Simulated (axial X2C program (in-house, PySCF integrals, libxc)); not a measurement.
# TiI⁺: cheaper levels and CCSD(T), with spin–orbit coupling

Calculated with an in-house all-electron X2C program for linear molecules (integrals from PySCF). Two-component (2c) means X2C with spin–orbit coupling and atomic mean-field two-electron Coulomb and Gaunt terms. Basis: I dyall-cv3z [11s12p8d4f1g], Ti dyall-cv3z [10s10p6d4f2g] (cores contracted in-house); Gaussian nuclei, density fitting, unrestricted open shells. Masses: I 126.904 u, Ti 47.948 u.

State: Ω = 1 (⟨Sz⟩ = -1.00, ⟨Lz⟩ = 2.00 at HF); fragments I + Ti+.

| level | Re (Å) | ωe (cm⁻¹) |
| --- | --- | --- |
| PBE0 | 2.489 | 309.7 |
| HF | 2.606 | 283.2 |
| MP2 | 2.555 | 291.6 |
| CCSD | 2.544 | 295.4 |
| B3LYP | 2.505 | 302.2 |

Correlated methods: 10 electrons correlated (number of frozen shells: I 4 s, 3 p, 2 d; Ti 3 s, 2 p), 330 virtual spin orbitals or spinors in MP2, 90 natural virtuals in coupled cluster.

CCSD(T), same Hamiltonian and basis:

Re = 2.539 Å, ωe = 296.2 cm⁻¹; T1 = 0.028 (Lee–Taylor normalisation).

Give the differences from CCSD(T) in the columns below.



```csv
level,ΔRe (Å),Δωe (cm⁻¹)
PBE0,-0.050,13.5
HF,0.067,-13.0
MP2,0.016,-4.6
CCSD,0.005,-0.8
B3LYP,-0.034,6.0
```

Occupations by symmetry block were frozen at the best pattern of an incomplete PBE0 search. De is not given where an atomic determinant may have missed its ground term or J level, or where the truncated virtual space spoils (T). Density functionals use the spin component along the axis (collinear). Coupled cluster ran in a truncated set of natural virtual spinors; the MP2 energy of the rest was added. (T) has no such correction and the atoms are truncated less, which lowers De at CCSD(T) by a hundredth of an eV or more. Other states lie close and PBE0, whose exact exchange favours high spin, may order them wrongly; the determinant shown need not be the ground state. The nearest other 2c determinant of the search, Ω = 3, lies 0.02 eV up at the distance of the search. Without a current term, density functionals place determinants with orbital angular momentum somewhat too high. With several unpaired electrons one determinant need not be a pure state. The outer-core s and p shells of the metal are frozen in the correlated rows, which leaves out core–valence correlation; for alkali and alkaline-earth bonds that tends to lengthen them. With the outer-core shells frozen, correlated bond lengths of heavy atoms tend to come out a few hundredths of an ångström too long.
